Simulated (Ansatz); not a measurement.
`[OH][GeH]([SiH3])[SiH3]` + H₂ → `[SiH3][GeH2][SiH3]` + H₂O at 400 K and 1 bar (hydrogenolysis of a Ge–O bond).

Isolated molecules relaxed with PBE0-D4/def2-TZVP in Ansatz; ΔE leaves out vibrations. CCSD(T)/CBS is the MP2 limit (def2-TZVPP, def2-QZVPP) plus CCSD(T) − MP2 in def2-TZVPP, frozen cores. This one scheme is used for every species. For Ge outer-core shells are correlated without core-valence functions, which leaves a few kJ/mol of doubt a bond. Scalar relativity is left out up to krypton. Each species was taken in one conformer, which may not be the lowest.

| species | CCSD(T)/CBS energy (Eh) | H − E (kJ/mol) | S (J/(mol·K)) |
| --- | --- | --- | --- |
| `[OH][GeH]([SiH3])[SiH3]` | -2734.26948 | 229.3 | 446.1 |
| H₂ | -1.17544 | 38.0 | 139.0 |
| `[SiH3][GeH2][SiH3]` | -2659.07062 | 207.3 | 400.1 |
| H₂O | -76.37941 | 69.8 | 198.6 |

H − E and S are ideal-gas, rigid-rotor, harmonic terms from PBE0-D4/def2-TZVP, for one conformer and one mirror image of each species. The MP2-based limit puts H₂ 0.8 mEh under its directly extrapolated value; such offsets cancel only in part. 1 Eh = 2625.50 kJ/mol, R = 8.31446 J/(mol·K).

**Question.** By hand: ΔE, ΔH, ΔS and ΔG.

**Answer.** ΔE = (-2659.07062) + (-76.37941) − (-2734.26948) − (-1.17544) = -0.00511 Eh = -13.4 kJ/mol. Δ(H − E) = 207.3 + 69.8 − 229.3 − 38.0 = 9.8, so ΔH = -3.6 kJ/mol. ΔS = 400.1 + 198.6 − 446.1 − 139.0 = 13.6 J/(mol·K). ΔG = -3.6 − 400 × (13.6)/1000 = -9.0 kJ/mol.

**Question.** By hand: the equilibrium constant, and the temperature at which ΔG would vanish if ΔH and ΔS stayed fixed.

**Answer.** log₁₀ K = −ΔG/(RT ln 10) = 1.2. ΔH and −TΔS have one sign here, so there is no such temperature.

TΔS isn't small against ΔH here. A doubt of 5 kJ/mol in ΔE shifts log₁₀ K by 0.7 here. Other conformers and mirror images would add mixing entropy, several J/(mol·K) or more a flexible species. These are equilibria of isolated gas molecules and say nothing of rates. Largest T1 diagnostic: 0.013 (customary marks: 0.02 for closed shells, 0.045 for open ones).
